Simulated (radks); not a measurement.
Species: Te6+. Configuration: [Kr] 4d10. Calculated with a radial shooting solver on a logarithmic mesh with Libxc functionals: scalar-relativistic Kohn-Sham, exchange-only LDA, spin-polarised, spherical densities, finite nucleus; Fermi nuclear charge, rms radius 4.7423 fm.

Radial electron density D(r) = 4 pi r^2 rho(r):

| r (bohr) | D(r) (e/bohr) |
|---|---|
| 0.003079 | 11.68 |
| 0.0035 | 14.17 |
| 0.003977 | 17.08 |
| 0.004521 | 20.46 |
| 0.005138 | 24.31 |
| 0.005839 | 28.64 |
| 0.006637 | 33.41 |
| 0.007543 | 38.55 |
| 0.008573 | 43.91 |
| 0.009744 | 49.32 |
| 0.01107 | 54.53 |
| 0.01259 | 59.24 |
| 0.01431 | 63.13 |
| 0.01626 | 65.87 |
| 0.01848 | 67.24 |
| 0.02117 | 67.09 |
| 0.02406 | 65.58 |
| 0.02735 | 63.20 |
| 0.03108 | 60.64 |
| 0.03533 | 58.83 |
| 0.04015 | 58.71 |
| 0.04563 | 60.96 |
| 0.05186 | 65.71 |
| 0.05895 | 72.33 |
| 0.067 | 79.35 |
| 0.07614 | 84.81 |
| 0.08654 | 86.84 |
| 0.09836 | 84.44 |
| 0.1118 | 78.15 |
| 0.1271 | 70.17 |
| 0.1444 | 63.62 |
| 0.1654 | 61.17 |
| 0.188 | 63.72 |
| 0.2137 | 68.74 |
| 0.2429 | 72.14 |
| 0.2761 | 70.13 |
| 0.3138 | 61.41 |
| 0.3566 | 48.17 |
| 0.4053 | 34.91 |
| 0.4606 | 25.89 |
| 0.5236 | 22.77 |
| 0.595 | 23.98 |
| 0.6763 | 26.17 |
| 0.7686 | 26.38 |
| 0.8736 | 23.57 |
| 0.9929 | 18.54 |
| 1.128 | 12.87 |
| 1.293 | 7.642 |
| 1.469 | 4.118 |
| 1.67 | 1.948 |
| 1.898 | 0.7979 |
| 2.157 | 0.2777 |
| 2.452 | 0.08008 |
| 2.787 | 0.01858 |
| 3.167 | 0.003355 |

D(r) has 4 maxima, at r = 0.0195, 0.0865, 0.249, 0.727 bohr, and minima at 0.0380, 0.164, 0.532 bohr, inside which lie 1.98, 11.20, 29.02 electrons.
